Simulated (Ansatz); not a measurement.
Start from `C#[C][Zr]([OH])([OH])[Cl]` and change one atom or group to get `[OH][Zr]([OH])([Cl])[Cl]`.

Ansatz, PBE0-D4/def2-TZVP geometries, multiplicity 1. Each molecule was computed in one conformer, which needn't be the lowest.

Elements past krypton have def2 core potentials.

```
                                        property  `C#[C][Zr]([OH])([OH])[Cl]`
               HOMO energy (PBE/def2-TZVPP) / eV                        -6.79
              LUMO energy (PBE0/def2-TZVPP) / eV                        -1.57
size of the dipole moment (B3LYP/def2-TZVPP) / D                         3.30
             LUMO energy (B3LYP/def2-TZVPP) / eV                        -1.77
             HOMO–LUMO gap (PBE/def2-TZVPP) / eV                         4.42
           HOMO energy (ωB97M-V/def2-TZVPP) / eV                       -10.23
```

(1) What does the change do to each property? (Best estimate.)

## Answers

(1) Computed: 
```csv
property,`[OH][Zr]([OH])([Cl])[Cl]`,shift
HOMO energy (PBE/def2-TZVPP) / eV,-7.52,-0.73
LUMO energy (PBE0/def2-TZVPP) / eV,-1.23,0.34
size of the dipole moment (B3LYP/def2-TZVPP) / D,3.91,0.61
LUMO energy (B3LYP/def2-TZVPP) / eV,-1.44,0.33
HOMO–LUMO gap (PBE/def2-TZVPP) / eV,5.48,1.06
HOMO energy (ωB97M-V/def2-TZVPP) / eV,-11.16,-0.93
```

With PBE0 the HOMO falls by 0.92 eV and the LUMO rises by 0.34 eV, so the gap widens by about 1.26 eV. PBE moves the HOMO by -0.73 eV and ωB97M-V by -0.93 eV. Dipoles are sizes alone; their direction can turn.

B3LYP here is the variant with VWN-RPA as its local correlation; programs differ in this.
